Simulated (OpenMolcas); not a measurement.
## Ag3+: CASPT2 settings compared

* Program: OpenMolcas 26.06
* Basis: ANO-R1 [6s4p3d1f]
* Scalar Hamiltonian: X2C, finite nucleus
* Active space: 8 electrons in 5 orbitals (4d)
* State averaging: 2S+1 = 3 even, 10 roots; 2S+1 = 1 even, 15 roots
* Spin-orbit coupling: RASSI with atomic mean-field integrals over the reference wave functions, term energies averaged over their components

Methods on the same reference wave functions:
A. CASSCF
B. SS-CASPT2, IPEA 0.3 Eh, sigma2 regulariser 0.3 Eh (closed shells correlated: 3d 4s 4p)
C. SS-CASPT2, IPEA 0.4 Eh, no level shift (closed shells correlated: 4s 4p)
D. SS-CASPT2, IPEA 0.1 Eh, imaginary shift 0.25 Eh (closed shells correlated: 4s 4p)

Energies in eV above 4d8 3F4, the measured ground level; measured values from the list in Gamrath, thesis, University of Mons (2023).

```csv
Level,A,B,C,D,Measured
4d8 3F4,0.0000,0.0000,0.0000,0.0000,0.0000
4d8 3F3,0.5231,0.525,0.525,0.525,0.5173
4d8 3F2,0.7731,0.734,0.735,0.735,0.7228
4d8 3P1,2.4407,2.227,2.241,2.204,1.9713
4d8 3P0,2.4785,2.251,2.265,2.228,1.9952
4d8 1G4,2.9758,2.754,2.757,2.773,2.5504
4d8 1S0,6.8746,6.057,6.073,6.079,5.8444
```

Deviations, from unrounded energies. A percentage is the sum of absolute deviations over the sum of measured energies, with the sign that they share, or ± where signs differ.

```json
{"Against measurement": "mean absolute deviation (cm-1)", "Levels": "6", "A": "3300", "B": "1300", "C": "1300", "D": "1300"}
{"Against measurement": "fine structure of the ground term (%)", "Levels": "2", "A": "+4.5", "B": "+1.5", "C": "+1.6", "D": "+1.6"}
{"Against measurement": "other terms of the ground configuration (%)", "Levels": "4", "A": "+19.5", "B": "+7.5", "C": "+7.9", "D": "+7.5"}
```

B, D lie about equally close to measurement and A furthest from it. The largest miss of D in the table is 4d8 1S0, by +1900 cm-1. The ranking rests on the paired levels alone, and a cruder setting can come out closer through cancelling errors.

Among B to D the level of the table that moves most is 4d8 3P1, by 300 cm-1 (lowest in D, highest in C). Moves below CASPT2's spread within the term are not significant.

The mean deviations of B to D differ by less than CASPT2's widest spread within a term (510 cm-1), so their order carries little weight.

From A to B the spin-free energies of the other terms of 4d8 shown, above 3F, scale by factors of 0.87 to 0.91, as is usual when dynamic correlation screens the repulsion within a d or f shell.

The lowest spin-free term lies below A's lowest term by 0.318 hartree in B, 0.301 hartree in C, 0.308 hartree in D.

Term energies are means over components that CASPT2 splits; among the terms shown or strongly mixed into the levels shown the widest spread is 510 cm-1 (4d8 1G, D). The basis is small and was not contracted for so high a charge. Without dynamic correlation excited terms often stand tens of per cent too high (terms of higher spin than the ground term too low), and those without a measured partner can miss by more than the paired ones (holds for A). Measured partners are found by configuration, term and J. A level has none where our copy of the source lacks it or the pairing is in doubt (some pairs that miss far off the trend of their configuration count as doubtful), and it then counts in no deviation. Levels of configurations outside the active space are missing. Levels that lie high or do not pair safely by name in every column are left out.
